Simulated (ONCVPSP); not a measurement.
**What the settings do to the ONCV potential of O (Z = 8)**

Base potential:

```
Element                 : oxygen (O)
Generator               : ONCVPSP 4.0.1
Type                    : optimised norm-conserving Vanderbilt (ONCV)
Functional              : PBE
Relativity              : scalar-relativistic
Frozen core             : [He]
Valence charge          : 6
Reference configuration : 2s2 2p4
Partial waves           : 2s: rc 0.90 bohr, ncon 4, nbas 7, qcut 6.1 1/bohr, 2 projectors, debl 1.2 Ha; 2p: rc 1.25 bohr, ncon 4, nbas 8, qcut 12.1 1/bohr, 2 projectors, debl 1.5 Ha; d scattering state at 0.03 Ha: rc 1.05 bohr, ncon 3, nbas 6, qcut 9.5 1/bohr, 1 projector
Local potential         : polynomial inside 0.60 bohr (lpopt 4, dvloc0 0 Ha)
Core correction         : Teter function, fcfact 5.5, rcfact 1.6
```

All-electron outer shells of the reference configuration (PBE, scalar-relativistic, ld1.x):

| shell | level (eV) | outermost node (bohr) | outermost maximum (bohr) |
| --- | --- | --- | --- |
| 1s | -514.70 | – | 0.13 |
| 2s | -23.96 | 0.28 | 0.87 |
| 2p | -9.03 | – | 0.82 |

Cutoffs, loose and tight: the cutoffs (Ha) at which the residual kinetic energy of the hardest occupied pseudo-wave falls to 1 and 0.1 mHa per electron. They do not see the model core or the augmentation charge, which bear on the density cutoff. Test errors are all-electron minus pseudo excitation energies from the reference, over the configurations 2s2 2p3; 2s2 2p2; 2s2 2p1; 2s1 2p5. A dash means not determined; rows that change the core or the reference have their own tests.

A true bound ghost makes a file unfit for plane-wave use even where its test errors are small: the radial tests pick states by their node count and pass the ghost by.

| change | outcome | cutoff, loose | cutoff, tight | bound ghosts | GHOST(+) flags above zero | largest test error (meV) |
| --- | --- | --- | --- | --- | --- | --- |
| base | generated | 122 Ha | 152 Ha | none | s | +291 |
| local potential polynomial inside 0.60 bohr (lpopt 4, dvloc0 4.5 Ha) | generated | 122 Ha | 152 Ha | none | s | +291 |
| local potential polynomial inside 0.85 bohr (lpopt 5, dvloc0 -1 Ha) | generated | 122 Ha | 152 Ha | none | s | +291 |
| p: ncon 5, nbas 9 | generated | 122 Ha | 152 Ha | none | s | +234 |
| core correction Teter function, fcfact 5.5, rcfact 1.72 | generated | 122 Ha | 152 Ha | none | s | +258 |
| s: qcut 4.2 | generated | 133 Ha | 158 Ha | s | none | +305 |
| core correction Teter function, fcfact 4.9, rcfact 1.6 | generated | 122 Ha | 152 Ha | none | s | +297 |
| core correction Teter function, fcfact 3.25, rcfact 1.1 | generated | 122 Ha | 152 Ha | none | s | +370 |
